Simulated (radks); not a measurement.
Initial-state core-level shifts of neutral tellurium when its valence configuration changes from [Kr] 4d10 5s2 5p4. Calculated with a radial shooting solver on a logarithmic mesh with Libxc functionals: non-relativistic Kohn-Sham, BLYP, spin-unpolarised, spherical densities, point nucleus; relativity is left out, which matters for an element this heavy. Shifts are changes of the shell-averaged eigenvalues in eV (positive: less bound); the change of the density at the nucleus, which sets a Mossbauer isomer shift, is in e/bohr^3, on a base of 9.918e+04.

valence                2p       3p       4s       4p  density at nucleus
4d8 5s2 5p6       -19.280  -18.256  -14.732  -14.250             +21.316
4d10 5s1 5p5       -1.186   -1.208   -1.186   -1.179             -22.174
4d9 5s2 5p5        -9.491   -9.025   -7.379   -7.141             +10.465
4d10 5s1.5 5p4.5   -0.600   -0.610   -0.600   -0.596             -10.943
4d9 5s1 5p6       -10.604  -10.161   -8.486   -8.240             -14.429
4d9.5 5s2 5p4.5    -4.708   -4.487   -3.693   -3.575              +5.184
